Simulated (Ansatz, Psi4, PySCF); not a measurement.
F$_{3}$Ti (SMILES [F][Ti+]([F])[F]), charge +1, singlet, at a GFN2-xTB geometry (such geometries of metal compounds can be far from the true shape) (the multiplicity is a formal guess). Base run: B3LYP5/def2-TZVP (PySCF).

Geometry (Å):
```xyz
4

Ti    -0.0848     0.1320     0.3033
F     -1.2314    -0.9734    -0.2337
F      0.0488     1.3229    -0.8753
F      1.3898    -0.6722     0.3676
```
Charge +1, spin multiplicity 1.
All else is at PySCF's defaults.

The same geometry, method and basis name were run in Ansatz (an electronic-structure program) and Psi4 and PySCF, at each program's defaults and at the settings that a row names. The base is PySCF at its defaults. Differences at the defaults can come from grids, fitting, cores and function types together.

| code and settings | ΔE vs base (µEh) | basis functions | E (Eh) | SCF cycles |
|---|---|---|---|---|
| PySCF, defaults (exact integrals, its default grid, spherical functions) | 0.0 | 138 | -1148.82470 | 12 |
| Psi4, defaults (density fitting with its default set, its default grid, spherical functions) | -55.6 | 138 | -1148.82475 | 9 |
| Ansatz, defaults (factorised integrals, its default grid, spherical functions) | 0.9 | 138 | -1148.82470 | - |
| PySCF, density fitting with def2-universal-jkfit | -33.1 | 138 | -1148.82473 | 12 |
| PySCF, fine grid | -20.3 | 138 | -1148.82472 | 12 |
| Psi4, exact integrals, spherical functions, fine grid | -14.5 | 138 | -1148.82471 | 12 |
| Ansatz, high accuracy | -17.3 | 138 | -1148.82472 | - |
